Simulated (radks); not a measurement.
Polarisability of the calcium ion Ca5+, [Ne] 3s2 3p3, at imaginary frequency. Method: non-relativistic Kohn-Sham, LDA (Slater exchange, Perdew-Wang correlation), spin-polarised, spherical densities, point nucleus; open shells are filled with parallel spins first; computed with a radial shooting solver on a logarithmic mesh with Libxc functionals. Response by self-consistent Sternheimer equations with the Hartree and adiabatic LDA kernel.

| w (hartree) | alpha1(iw) (bohr^3) |
|---|---|
| 0.00266 | 1.685 |
| 0.0143 | 1.685 |
| 0.0360 | 1.683 |
| 0.0697 | 1.679 |
| 0.118 | 1.669 |
| 0.186 | 1.646 |
| 0.280 | 1.601 |
| 0.413 | 1.516 |
| 0.605 | 1.371 |
| 0.892 | 1.146 |
| 1.35 | 0.8433 |
| 2.12 | 0.5181 |
| 3.59 | 0.2556 |
| 6.94 | 0.09829 |
| 17.5 | 0.02558 |

Static values: alpha1 = 1.685 bohr^3 (0.2497 angstrom^3; uncoupled 2.800). C6 = 2.927, triple-dipole C9 = 3.550 atomic units. One-pole (London) frequency 4 C6 / (3 alpha1^2) = 1.375 hartree, against 3.606 for minus the highest occupied eigenvalue. The dipole shielding factor is 0.750, as the force sum rule N/Z = 0.750 demands.
